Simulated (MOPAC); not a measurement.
Input for MOPAC: AM1 on H3NSeTe (SMILES N[Te][SeH]), a point of a torsion scan.

```
AM1 1SCF PRECISE CHARGE=0 THREADS=1
H3NSeTe

N     -1.08569898 1     0.25054546 1    -0.18212049 1
Te    -0.02164723 1    -1.05872504 1     0.96447322 1
Se     2.08231492 1    -0.58099363 1    -0.38094006 1
H     -1.85527550 1    -0.20591612 1    -0.65214809 1
H     -1.47502990 1     1.00062039 1     0.37240748 1
H      1.39578494 1     0.35116646 1    -1.22371055 1
```

Output:

```
*******************************************************************************
 **                                                                           **
 **                              MOPAC v23.2.5                                **
 **                                                                           **
 *******************************************************************************
 ** MOPAC's Digital Object Identifier: https://doi.org/10.5281/zenodo.6511958 **
 **                                                                           **
 ** Please cite the open-source release paper for use of this MOPAC version:  **
 ** J. E. Moussa and J. J. P. Stewart (2026)                                  **
 ** MOPAC: An open-source semiempirical molecular orbital program             **
 ** J. Open Source Softw., 11(119), 8025, https://doi.org/10.21105/joss.08025 **
 *******************************************************************************

                              AM1 CALCULATION RESULTS

 *******************************************************************************
 *  AM1        - The AM1 Hamiltonian to be used
 *
 *
 *
 *                 CHARGE ON SYSTEM = 0
 *
 *
 *
 *  PRECISE    - TIGHTER CRITERIA TO BE USED
 *  1SCF       - DO 1 SCF AND THEN STOP
 *  THREADS=1  - MULTI-THREADING NOT USED
 *  T=         - A TIME OF 172800.0 SECONDS REQUESTED
 *  DUMP=N     - RESTART FILE WRITTEN EVERY 7200.0 SECONDS REQUESTED
 *******************************************************************************
AM1 1SCF PRECISE CHARGE=0 THREADS=1
 H3NSeTe

   ATOM   CHEMICAL          X               Y               Z
  NUMBER   SYMBOL      (ANGSTROMS)     (ANGSTROMS)     (ANGSTROMS)

     1       N         -1.08569898  *   0.25054546  *  -0.18212049  *
     2      Te         -0.02164723  *  -1.05872504  *   0.96447322  *
     3      Se          2.08231492  *  -0.58099363  *  -0.38094006  *
     4       H         -1.85527550  *  -0.20591612  *  -0.65214809  *
     5       H         -1.47502990  *   1.00062039  *   0.37240748  *
     6       H          1.39578494  *   0.35116646  *  -1.22371055  *



          CARTESIAN COORDINATES

    NO.       ATOM           X           Y           Z

     1         N         -1.0857      0.2505     -0.1821
     2        Te         -0.0216     -1.0587      0.9645
     3        Se          2.0823     -0.5810     -0.3809
     4         H         -1.8553     -0.2059     -0.6521
     5         H         -1.4750      1.0006      0.3724
     6         H          1.3958      0.3512     -1.2237

  H: (AM1): M.J.S. DEWAR ET AL, J. AM. CHEM. SOC. 107 3902-3909 (1985)
  N: (AM1): M.J.S. DEWAR ET AL, J. AM. CHEM. SOC. 107 3902-3909 (1985)
 Se: (AM1): J. J. P. STEWART, J. MOL. MOD., 10, 155-164 (2004)
 Te: (AM1): J. J. P. STEWART, J. MOL. MOD., 10, 155-164 (2004)

           Empirical Formula: H3 N Te Se  =     6 atoms



      MOLECULAR POINT GROUP   :   Cs


      RHF CALCULATION, NO. OF DOUBLY OCCUPIED LEVELS = 10


 -------------------------------------------------------------------------------
 AM1 1SCF PRECISE CHARGE=0 THREADS=1
 H3NSeTe



     1SCF WAS SPECIFIED, SO BFGS WAS NOT USED
     SCF FIELD WAS ACHIEVED


                              AM1 CALCULATION
                                                       MOPAC v23.2.5 Linux




          FINAL HEAT OF FORMATION =         32.25621 KCAL/MOL =     134.95997 KJ/MOL


          COSMO AREA              =        119.35 SQUARE ANGSTROMS
          COSMO VOLUME            =        110.02 CUBIC ANGSTROMS

          IONIZATION POTENTIAL    =          6.988996 EV
          HOMO LUMO ENERGIES (EV) =         -6.989 -2.087
          NO. OF FILLED LEVELS    =         10
          MOLECULAR WEIGHT        =        223.5904         POINT GROUP:  Cs

          MOLECULAR DIMENSIONS (Angstroms)

            Atom       Atom       Distance
            H     5   Se     3     3.96532
            H     6   Te     2     2.74217
            H     5    H     4     1.58723


          SCF CALCULATIONS        =          1





   ATOM   CHEMICAL          X               Y               Z
  NUMBER   SYMBOL      (ANGSTROMS)     (ANGSTROMS)     (ANGSTROMS)

     1       N         -1.08569898  *   0.25054546  *  -0.18212049  *
     2      Te         -0.02164723  *  -1.05872504  *   0.96447322  *
     3      Se          2.08231492  *  -0.58099363  *  -0.38094006  *
     4       H         -1.85527550  *  -0.20591612  *  -0.65214809  *
     5       H         -1.47502990  *   1.00062039  *   0.37240748  *
     6       H          1.39578494  *   0.35116646  *  -1.22371055  *

                             CARTESIAN COORDINATES

   1    N       -1.085698980     0.250545460    -0.182120490
   2   Te       -0.021647230    -1.058725040     0.964473220
   3   Se        2.082314920    -0.580993630    -0.380940060
   4    H       -1.855275500    -0.205916120    -0.652148090
   5    H       -1.475029900     1.000620390     0.372407480
   6    H        1.395784940     0.351166460    -1.223710550


           Empirical Formula: H3 N Te Se  =     6 atoms



      MOLECULAR POINT GROUP   :   Cs


                  EIGENVALUES
 -33.18710 -23.23692 -19.44281 -16.59015 -13.69253 -12.12028 -11.44413  -9.45822
  -8.59652  -6.98900  -2.08727  -0.41669   0.63543   4.52702   5.38293


              NET ATOMIC CHARGES AND DIPOLE CONTRIBUTIONS

  ATOM NO.   TYPE          CHARGE      No. of ELECS.   s-Pop       p-Pop
    1          N          -0.498624        5.4986     1.63455     3.86408
    2         Te           0.269992        5.7300     1.95487     3.77514
    3         Se          -0.111019        6.1110     1.97203     4.13899
    4          H           0.156650        0.8433     0.84335
    5          H           0.156676        0.8433     0.84332
    6          H           0.026326        0.9737     0.97367
 DIPOLE           X         Y         Z       TOTAL
 POINT-CHG.    -0.868    -1.021     1.525     2.030
 HYBRID        -1.554     1.245    -0.890     2.181
 SUM           -2.421     0.225     0.635     2.513


          ATOMIC ORBITAL ELECTRON POPULATIONS

     Atom    s        px        py        pz
    1  N   1.63455   1.34410   1.17871   1.34127
    2 Te   1.95487   0.95903   1.47464   1.34147
    3 Se   1.97203   1.10835   1.57652   1.45411
    4  H   0.84335
    5  H   0.84332
    6  H   0.97367

 **********************
 *                    *
 * JOB ENDED NORMALLY *
 *                    *
 **********************




 == MOPAC DONE ==
```

The run finished.

Cost: very roughly 0.020 core-seconds.
